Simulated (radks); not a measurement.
Problem. The mean radii <r> (bohr) of the occupied orbitals of an atom or ion are listed with their occupations. Method: Dirac Kohn-Sham, BLYP, spin-unpolarised, spherical densities, point nucleus; computed with a radial shooting solver on a logarithmic mesh with Libxc functionals.

| orbital | occ. | <r> |
|---|---|---|
| 1s1/2 | 2 | 0.02111 |
| 2s1/2 | 2 | 0.08921 |
| 2p1/2 | 2 | 0.07437 |
| 2p3/2 | 4 | 0.08143 |
| 3s1/2 | 2 | 0.2341 |
| 3p1/2 | 2 | 0.2238 |
| 3p3/2 | 4 | 0.2372 |
| 3d3/2 | 4 | 0.2096 |
| 3d5/2 | 6 | 0.2138 |
| 4s1/2 | 2 | 0.5299 |
| 4p1/2 | 2 | 0.5404 |
| 4p3/2 | 4 | 0.5711 |
| 4d3/2 | 4 | 0.6037 |
| 4d5/2 | 6 | 0.6146 |
| 5s1/2 | 2 | 1.302 |
| 5p1/2 | 2 | 1.473 |
| 5p3/2 | 4 | 1.581 |
| 4f5/2 | 6 | 0.8687 |
| 6s1/2 | 1 | 3.750 |
| 4f7/2 | 4 | 0.8899 |
| 7s1/2 | 1 | 10.05 |

Name the element and its charge. Open shells, if any, fill j = l - 1/2 first.

Solution. Z = 66, dysprosium, charge 0: Dy in [Xe] 4f10 6s1 7s1. The 1s radius gives Z: for a bare nucleus <r> = (2 gamma + 1)/(2Z) with gamma = sqrt(1 - (Z/c)^2), 0.02085 bohr for Z = 66, and screening makes it slightly larger (0.02111 here). The occupations add up to 66, and the charge is Z minus that.
